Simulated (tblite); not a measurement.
C2H10B2OSi.
Cartesian coordinates in Å at the GFN2-xTB level; atoms count from 1:
```xyz
16
C2H10B2OSi angstrom
B      3.084    0.281   -0.025
C      1.800   -0.604   -0.175
C      0.442    0.066    0.089
B     -0.832   -0.890    0.029
O     -2.033   -0.440    0.343
Si    -3.106    0.668    0.812
H      4.128   -0.183   -0.282
H      3.026    1.386    0.352
H      1.905   -1.457    0.507
H      1.778   -1.065   -1.168
H      0.472    0.559    1.065
H      0.306    0.876   -0.634
H     -0.749   -2.024   -0.293
H     -3.584    0.184    2.105
H     -2.520    2.007    0.939
H     -4.123    0.645   -0.238
```

All values are computed: GFN2-xTB (tblite) harmonic vibrations without scaling, gas phase. Errors from tens to a few hundred cm⁻¹ against measured bands are possible. Modes of hydrogen on boron and silicon can be 10 to 20 % off. One conformer, not necessarily the lowest. The optimisation stopped once no atom felt more than 0.01 eV/Å.

Lowest wavenumbers of the output (negative numbers stand for imaginary wavenumbers):
```
mode    cm-1
  1     -24.8
  2      51.7
  3      63.7
  4      67.4
  5     122.3
  6     178.6
  7     187.4
  8     343.5
  9     405.5
 10     529.4
 11     568.6
 12     600.4
 13     631.3
 14     751.1
 15     759.1
```

Is this structure a minimum?

Not by this Hessian. 1 mode is imaginary beyond 20i (25i cm⁻¹), so at this level the point lies at or near a first-order saddle. The curvature is small, so loose convergence or finite differences may be the whole cause.

Which atoms move in the imaginary mode?

25i: C3 (sp3 carbon bound to boron) 21 %, C2 (sp3 carbon bound to boron) 13 %, H12 (methylene hydrogen) 10 %, H11 (methylene hydrogen) 10 %. These are shares of the mass-weighted motion.

What is the remedy?

Step along that mode in both directions, optimise again with tighter thresholds and repeat the frequencies. The zero-point energy of this point (71.8 kcal/mol) counts the 41 real modes alone, and thermal corrections from it aren't those of a minimum.
